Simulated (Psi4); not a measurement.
Noncovalent pair: N2 (SMILES N#N) (first 2 atoms) with H2S (SMILES S); geometry from B3LYP-D3(BJ)/def2-TZVP.
(charge 0, multiplicity 1):
```
atom    x (Å)    y (Å)    z (Å)
----  -------  -------  -------
N      0.4077  -0.8573  -0.5943
N      0.1869   0.0719  -0.0674
S     -0.3678   0.4429   3.6621
H     -0.4159   1.0436   2.4629
H      0.9579   0.6268   3.7671
```

All values below come from SAPT0/jun-cc-pV(D+d)Z (Psi4 1.11).

**Question.** Give the four SAPT terms and the total, and say what mostly holds the pair together.

**Answer.** electrostatics -28.1, exchange 48.6, induction -6.2, dispersion -27.9, total -13.6 meV; the largest attraction is electrostatics.
